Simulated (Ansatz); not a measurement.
`[OH][Zr]([OH])([Cl])[Cl]`. Charge 0, multiplicity 1. Zr takes the def2 core potential.

Cartesian coordinates in Å:
```
O 1.515 0.505 0.558
Zr -0.314 0.128 0.242
O -0.521 -0.913 -1.327
Cl -1.176 -1.073 2.078
Cl -1.479 2.160 -0.028
H 2.460 0.622 0.603
H -0.486 -1.430 -2.127
```

Question: What are the harmonic wavenumbers in cm⁻¹ at PBE0-D4/def2-TZVP (Ansatz, finite differences of forces, unscaled)? (Best estimate.)

Answer: The calculation gave: 98, 123, 140, 144, 156, 174, 237, 273, 295, 386, 412, 739, 747, 3993, 3997.

Question: Is this a minimum?

Answer: Yes, all 15 modes are real.

Question: Give the ideal-gas thermochemistry at 298.15 K and 1 bar (rigid rotor, harmonic oscillator; point group C2v, symmetry number 2).

Answer: Zero-point energy 71.3 kJ/mol; H(298) − E = 97.4 kJ/mol; entropy 391.9 J/(mol·K), of which translation 174.7, rotation 115.1, vibration 102.1; G(298) − E = -19.4 kJ/mol. Modes under 100 cm⁻¹ are hindered rotations or soft bends, so the harmonic entropy is rough.
